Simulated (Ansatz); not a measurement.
Reaction (atomization): `[Br][Al][Br]`• → Al• + 2 Br•

Calculated with Ansatz (gas phase, PBE0-D4/def2-TZVP geometries, no zero-point term in ΔE). CBS: MP2 limit from def2 TZ/QZ plus the TZ coupled-cluster correction, frozen cores. This one scheme is used for every species, atoms too. Functionals use def2-TZVPP. Open shells (•) are unrestricted, without spin–orbit coupling. Spin–orbit coupling would lower the free atoms: a little for Al; clearly for Br. Bonds to Br are less sure, by a few kJ/mol each and by 10 to 20 or more in all where they break to atoms, as the def2 sets lack core-valence functions. Scalar relativity is left out up to krypton.

What is ΔE at CCSD(T)/CBS? (An estimate is asked.)

Ansatz gave: +7.40 eV.

What do these levels give: PBE-D4, r2SCAN-D4, B97M-V, revPBE, MP2/def2-SVP, MP2/def2-TZVPP? (An estimate is asked.)

Ansatz gave: PBE-D4 7.44, r2SCAN-D4 7.63, B97M-V 7.32, revPBE 7.00, MP2/def2-SVP 7.13, MP2/def2-TZVPP 7.51 eV.

Largest T1 diagnostic among the species: 0.018.

From PBE to PBE0 (25 % exact exchange), in def2-TZVPP and without D4, ΔE moves by −0.06 eV: exact exchange takes away binding that semilocal exchange gives to molecules. At CCSD(T), def2-SVP lies −0.73 eV from the extrapolated value and def2-TZVPP −0.39 eV: correlation converges slowly with the basis, and small sets miss more of it in the bonded molecule than in its fragments. Leaving LDA and LC-ωPBE aside and taking each functional with its dispersion term where it has one, the values, not all of them listed here, spread over 0.65 eV, from BHLYP-D4 to r2SCAN-D4. LDA lies +0.99 eV from PBE without D4, its usual overbinding.

For atomizations the MP2-based limit and the directly extrapolated one differ by several kJ/mol either way, and by 10 to 25 for some Ge, Se and Sn compounds, so smaller differences from it don't rank the levels.
